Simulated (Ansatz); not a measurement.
Relaxation of CH$_{7}$N$_{3}$Si (12 atoms, charge 0, multiplicity 1), to a largest force component of 0.015 eV/Å in at most 40 steps.

Computed with RKS B3LYP-D4/def2-SVP in Ansatz 0.2.0.

```xyz
12
Properties=species:S:1:pos:R:3:forces:R:3
N -1.501 -0.821 0.729 -4.03 3.24 -0.87
C -0.275 -0.845 0.509 1.48 1.32 -0.88
N 0.378 -1.962 0.866 -0.52 -3.24 0.55
Si 0.715 0.660 -0.328 -2.20 -0.29 1.32
N -0.519 1.726 -0.976 0.91 0.44 1.26
H -1.913 0.149 0.388 0.83 -2.25 0.94
H -0.160 -2.890 0.791 0.72 1.99 0.45
H 1.262 -2.064 0.468 2.02 -0.34 -0.73
H 1.472 0.244 -1.434 1.52 -0.96 -1.19
H 1.472 1.407 0.665 0.54 0.27 0.37
H -1.025 1.260 -1.691 -0.77 -0.36 -1.10
H -0.012 2.518 -1.378 -0.48 0.19 -0.11
```

Where does it end, and by what steps?

It converged. After 8 steps the energy has fallen by 0.820 eV; H12 moved furthest, 0.40 Å.

```
step  energy less start (eV)  largest force component (eV/Å)  accepted
   0                  0.0000                           4.035       yes
   1                 -0.6595                           1.340       yes
   2                 -0.7601                           0.524       yes
   3                 -0.7944                           0.363       yes
   4                 -0.7819                           0.915        no
   5                 -0.8164                           0.467       yes
   6                 -0.8175                           0.171       yes
   7                 -0.8195                           0.090       yes
   8                 -0.8197                           0.007       yes
```

```xyz
12
Properties=species:S:1:pos:R:3
N -1.531 -0.733 0.714
C -0.284 -0.831 0.428
N 0.423 -1.968 0.756
Si 0.703 0.610 -0.348
N -0.476 1.649 -1.080
H -1.872 0.198 0.455
H -0.133 -2.759 1.072
H 1.245 -2.201 0.211
H 1.737 0.023 -1.265
H 1.415 1.421 0.680
H -1.028 1.325 -1.869
H -0.306 2.647 -1.143
```

Whether the end is a true minimum wasn't checked by a vibrational analysis.

The run took 46 s on 2 threads of Arm Neoverse N1 (shared host), peak memory 0.24 GiB.
